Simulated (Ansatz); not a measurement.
Born–Oppenheimer molecular dynamics of CH$_{6}$ClGa (9 atoms, charge 0, multiplicity 1). It starts at the highest image of a converged band. Of that band: Neighbouring images differ by up to 1.9 eV, so the band resolves the path poorly. A vibrational analysis at the climbing image gives 2 clearly imaginary modes (1582i, 80i cm⁻¹): a point of higher order. A lower path may pass nearby, or the ends, which weren't checked, may share the extra mode.

The calculation used Ansatz 0.2.0, RKS CAM-B3LYP/def2-SVP.

* ensemble: NVE (velocity Verlet)
* time step: 0.5 fs
* steps asked: 200
* starting velocities drawn for: 100 K
* seed: 8431

First frame:

```xyz
9
Properties=species:S:1:pos:R:3
Ga -0.009 -0.342 0.068
C -0.073 -0.044 2.215
H -1.107 -0.021 2.585
H 0.565 -0.576 2.938
H 0.310 0.987 2.177
H 1.331 0.026 -0.592
Cl -1.959 0.139 -0.707
H -0.027 -2.013 0.587
H -0.041 -1.315 1.419
```

Question: How far do the bonds stretch over the last three quarters of this one trajectory? (Pairs bonded in most of those frames.)

Answer: 
```
   bond  mean (Å)  spread (Å)  shortest  longest
 Ga1–H6     1.564       0.015      1.54     1.60
Ga1–Cl7     2.165       0.011      2.15     2.18
 Ga1–H8     1.572       0.043      1.50     1.65
  C2–H3     1.100       0.025      1.05     1.15
  C2–H4     1.107       0.046      1.02     1.19
  C2–H5     1.099       0.012      1.08     1.12
  C2–H9     1.114       0.069      1.00     1.23
```

Mean temperature of the second half: 1977 K. The conserved energy stayed within 0.4 meV per atom of its start (net change 0.022 meV per atom), so the integration is sound. The kinetic energy rose, since the run started high on the potential surface and went downhill. It ends in pieces (CH4 + ClGaH2), so much of that is their flight and rotation, not heat. A run of 0.1 ps of so small a system gives no equilibrium averages. The orbitals stay closed-shell, which can raise the energy where a bond breaks towards radicals; this wasn't checked here.

Run time: 5.3 min on 4 threads of Intel(R) Xeon(R) Platinum 8259CL CPU @ 2.50GHz (Skylake/Cascade Lake), on a shared host, peak memory 0.26 GiB.
